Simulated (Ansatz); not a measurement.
Input file:

```yaml
crystal:
  lattice:
    - [7.230427, 0.0, 0.0]
    - [0.0, 7.230427, 0.0]
    - [0.0, 0.0, 7.230427]
  atoms:
    - { symbol: C, position: [0.8770579, 0.7441327, 0.6186652] }
    - { symbol: H, position: [0.7770088, 0.7466435, 0.7313417] }
    - { symbol: H, position: [1.0133503, 0.7805423, 0.6716825] }
    - { symbol: H, position: [0.8361262, 0.8434022, 0.5129189] }
    - { symbol: H, position: [0.8817462, 0.6059429, 0.5587177] }
    - { symbol: C, position: [0.4240433, 0.2548012, 0.7608015] }
    - { symbol: H, position: [0.466963, 0.3479214, 0.871249] }
    - { symbol: H, position: [0.5116434, 0.132173, 0.7616044] }
    - { symbol: H, position: [0.4370432, 0.3249556, 0.6280556] }
    - { symbol: H, position: [0.2805235, 0.2141549, 0.7822971] }
    - { symbol: C, position: [0.9259778, 0.2710535, 0.5666358] }
    - { symbol: H, position: [1.0123588, 0.3605304, 0.6517494] }
    - { symbol: H, position: [0.8407159, 0.1842064, 0.6555183] }
    - { symbol: H, position: [1.0135969, 0.1839166, 0.4803677] }
    - { symbol: H, position: [0.8372397, 0.3555606, 0.4789077] }
    - { symbol: C, position: [0.1247088, 0.0234516, 0.0540962] }
    - { symbol: H, position: [0.1831938, 0.1604929, 0.0767084] }
    - { symbol: H, position: [0.100461, -0.0433709, 0.1869831] }
    - { symbol: H, position: [0.2209221, -0.0594696, -0.027016] }
    - { symbol: H, position: [-0.0057418, 0.036154, -0.0202907] }
    - { symbol: C, position: [0.5364064, 0.636152, 0.9822065] }
    - { symbol: H, position: [0.605733, 0.7399762, 0.8977881] }
    - { symbol: H, position: [0.3922343, 0.6249872, 0.9397578] }
    - { symbol: H, position: [0.543087, 0.6766723, 1.1272085] }
    - { symbol: H, position: [0.604571, 0.5029724, 0.9640714] }
    - { symbol: C, position: [0.8484339, 0.6287568, 0.1988456] }
    - { symbol: H, position: [0.8796806, 0.7761068, 0.2037183] }
    - { symbol: H, position: [0.7234736, 0.6012433, 0.2784701] }
    - { symbol: H, position: [0.9634826, 0.5510422, 0.2574661] }
    - { symbol: H, position: [0.8270988, 0.5866347, 0.0557279] }
basis:
  ecutwfc: 420.0
kpoints:
  mp_grid: { grid: [1, 1, 1] }
hamiltonian:
  xc: pbe
  dispersion: d3bj
scf:
  occupations: { method: fermi_dirac, width: 0.02 }
  lower_state_search: "off"
relax:
  f_tol: 0.3
  max_steps: 15
  adjacent_minimum: "off"
```

Command:

```bash
$ ansatz run input.yaml --threads 1 --pin off --max-ram 3072MiB --backend cpu --events-out ev --progress --plain --runs-dir out
```

Hardware: 1 thread of Arm Neoverse V2, on a shared host.

Task: Roughly how long does this run take, and how much memory?

Result: 12 s, with a peak of 0.37 GiB, for 8 ionic steps.
